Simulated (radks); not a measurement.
Q: The technetium ion Tc3+ is in [Kr] 4d(3/2: 4, 5/2: 0). All-electron calculation, Dirac Kohn-Sham, relativistic LDA (MacDonald-Vosko exchange, VWN5 correlation), spin-unpolarised, spherical densities, finite nucleus; Fermi nuclear charge, rms radius of each element as measured or else 0.836 A^(1/3) + 0.57 fm. Program: a radial shooting solver on a logarithmic mesh with Libxc functionals. Sub-shells are occupied by j as written (lower j first in brackets). One electron is removed from 4p3/2, 4p1/2, 4s1/2, 4d3/2 in turn, with full relaxation. Which removal costs least, and what does each cost?

A: 4d3/2 42.390 eV; 4p3/2 82.540 eV; 4p1/2 85.722 eV; 4s1/2 112.14 eV. The 4d3/2 electron leaves first.
